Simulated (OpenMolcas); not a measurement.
## Cu3+: moving the ligands

Cu3+ with 4 ligands (chloride) in tetrahedral coordination (Td) at 2.17 Å. A charge of +0.25 e stands 2.4 Å behind each ligand. Ligand basis ANO-RCC-VDZP.

| Item | Value |
| --- | --- |
| Program | OpenMolcas 26.06 |
| Method | CASSCF |
| Basis | ANO-RCC-VDZP [5s4p2d1f] |
| Scalar Hamiltonian | DKH2, point nucleus |
| Active space | 8 electrons in 5 orbitals (3d) |
| State averaging | 2S+1 = 3 even, 10 roots; 2S+1 = 1 even, 15 roots |
| Spin-orbit coupling | state interaction with AMFI integrals over the reference wave functions |

Runs around this geometry, states (labels of Td). Energies in cm-1 above the lowest state or level, χT in cm3 K/mol; under a threefold ground state the first gap can be a small split of the lowest multiplet, not the spin-orbit step.

```tsv
R (Å)	Ground state	First state of that spin	First gap with spin-orbit (degeneracies)	χT at 300 K	First state of another spin
2.13	3T1	3T2 4767	373.3 (1, 3)	1.647	1E 10544
2.17	3T1	3T2 4338	373.4 (1, 3)	1.692	1E 10638
2.29	3T1	3T2 3199	354.1 (1, 3)	1.814	1E 10206
```

Taking the first state of the same spin as R^-n, n = -ln(3199 / 4767) / ln(2.29 / 2.13) = 5.5 between the shortest and longest distance.

An orbital triplet at a regular site is open to Jahn-Teller coupling, which can distort the site and quench the lowest spin-orbit gaps and is left out. Without dynamic correlation the repulsion within the d shell is too large (B by tens of per cent), so at a given field states of lower spin stand too high. Ligand-to-metal charge-transfer states are missing. With no ligand orbital active B as a rule stays too high, so bands that hang on it stand too high and its fall with covalency is understated. With metal d orbitals alone and no dynamic correlation the field as a rule comes out too small, by tens of per cent, by up to half for chloride and softer ligands, and with too little covalency χT stands high. The least metal-like active orbital is 72 % on the metal (Löwdin) and no ligand orbital is active, so the numbers are rough (holds for R = 2.13). The least metal-like active orbital is 73 % on the metal (Löwdin) and no ligand orbital is active, so the numbers are rough (holds for R = 2.17; R = 2.29). No measured value stands beside these numbers; the geometry is a model, was not optimised and need not be the one that this ion takes.
